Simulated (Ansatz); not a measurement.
Z-matrix (Å, degrees):
```
Ge
Se 1 2.352
O 1 1.777 2 110.9
H 1 1.538 2 104.8 3 120.1
H 1 1.530 2 112.4 3 -115.9
H 2 1.469 1 92.5 3 65.8
H 3 0.961 1 112.2 2 47.3
```

Charge 0, multiplicity 1.

Task: List the PBE/def2-TZVPP orbital energies in eV (the Gaussian-basis code of Ansatz). (Estimate.)

Result: The calculation gave: Occupied: -12302.36, -10805.24, -1562.35, -1403.13, -1403.10, -1403.04, -1338.53, -1191.97, -1191.94, -1191.94, -510.27, -205.34, -163.18, -150.67, -150.59, -150.40, -114.66, -114.60, -114.56, -53.79, -53.77, -53.62, -53.56, -53.53, -30.58, -30.46, -30.41, -30.37, -30.37, -24.53, -17.64, -14.01, -11.44, -9.70, -9.04, -8.84, -7.76, -7.02, -6.05. Lowest empty: -1.11, -0.70, -0.56, 0.54, 1.09, 1.30, 3.36, 4.08.
